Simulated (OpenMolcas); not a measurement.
**OpenMolcas input wanted**

SiCl3 has 4 atoms, charge 0, and is taken as a doublet. As SMILES, `Cl[Si](Cl)Cl`. Geometry: relaxed at PBE0-D4/def2-TZVP.

```xyz
4

Cl   -1.5248   -0.5916    1.0301
Si    0.1161    0.3894    0.3106
Cl    1.6947   -0.9038    0.2190
Cl   -0.2860    1.1059   -1.5597
```

Settings wanted:

```yaml
method: ROMP2
reference: ROHF
integral_approximation: none
symmetry: none
basis_set: def2-TZVP
task: energy
frozen_core_orbitals: 20
nucleus: point
SCF_convergence_threshold: 1e-10
```

Give an OpenMolcas 26.06 job that does this.

This one ran through:

mol.inp:
```
&gateway
baslib = $CurrDir
basisset
Cl.def2-TZVP....
Cl1 -1.524800 -0.591600 1.030100 angstrom
Cl3 1.694700 -0.903800 0.219000 angstrom
Cl4 -0.286000 1.105900 -1.559700 angstrom
End of Basis
basisset
Si.def2-TZVP....
Si2 0.116100 0.389400 0.310600 angstrom
End of Basis
&seward
&scf
uhf
spin = 2
thresholds = 1e-10 1e-07 1e-07 1e-05
prorbitals = 1
&rasscf
fileorb = $Project.UnaOrb
spin = 2
nactel = 1 0 0
inactive = 32
ras2 = 1
outorbitals = Canonical
orblisting = NoCore
&caspt2
ipea = 0.0
frozen = 20
```

```bash
$ export MOLCAS_MEM=1860
$ pymolcas mol.inp > mol.log
```

(Basis files named in the input come from the Basis Set Exchange and aren't shown.)

Calculated total energy: -1668.25020 Eh.
